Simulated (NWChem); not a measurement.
Molecule: CH4O2Si; SMILES [SiH3]OC=O

```xyz
8

O     -0.7352    -1.5818     0.0000
C      0.4379    -1.2941     0.0000
O      0.9177    -0.0400     0.0000
Si    -0.2108     1.2567     0.0000
H      1.2571    -2.0282     0.0000
H     -1.0437     1.2241    -1.2237
H     -1.0437     1.2241     1.2237
H      0.6642     2.4506     0.0000
```
Atoms are numbered in this order, from 1.

Results from NWChem. Pople sets run with spherical d functions. All runs use the structure optimised with B3LYP/6-31G* (spherical d). GIAO values for the isolated, static molecule; σ is the absolute isotropic shielding, δ = σ(reference) − σ with the isolated reference molecule computed at the same levels (13C: tetramethylsilane, 1H: tetramethylsilane, 17O: water, 29Si: tetramethylsilane).

```json
[
 {"level": "BHandHLYP/pcSseg-1", "δ O1 (ppm)": "482.9", "δ C2 (ppm)": "173.6", "δ O3 (ppm)": "193.1", "δ Si4 (ppm)": "-36.4", "δ H5 (ppm)": "7.86", "δ H6 (rotor mean) (ppm)": "4.68"},
 {"level": "PBE0/pcSseg-1", "δ O1 (ppm)": "479.4", "δ C2 (ppm)": "170.1", "δ O3 (ppm)": "203.1", "δ Si4 (ppm)": "-33.2", "δ H5 (ppm)": "7.92", "δ H6 (rotor mean) (ppm)": "4.90"},
 {"level": "KT2/pcSseg-1", "δ O1 (ppm)": "447.1", "δ C2 (ppm)": "158.2", "δ O3 (ppm)": "203.8", "δ Si4 (ppm)": "-34.7", "δ H5 (ppm)": "7.89", "δ H6 (rotor mean) (ppm)": "4.96"},
 {"level": "B3LYP/6-31G*", "δ O1 (ppm)": "…", "δ C2 (ppm)": "…", "δ O3 (ppm)": "…", "δ Si4 (ppm)": "…", "δ H5 (ppm)": "7.83", "δ H6 (rotor mean) (ppm)": "…"},
 {"level": "PBE/pcSseg-1", "δ O1 (ppm)": "477.3", "δ C2 (ppm)": "165.8", "δ O3 (ppm)": "217.9", "δ Si4 (ppm)": "-36.8", "δ H5 (ppm)": "7.99", "δ H6 (rotor mean) (ppm)": "5.02"}
]
```

Question: Complete the blanks.

Answer: 
- B3LYP/6-31G*, δ O1 (ppm): 408.3
- B3LYP/6-31G*, δ C2 (ppm): 150.5
- B3LYP/6-31G*, δ O3 (ppm): 170.7
- B3LYP/6-31G*, δ Si4 (ppm): -11.0
- B3LYP/6-31G*, δ H6 (rotor mean) (ppm): 5.06
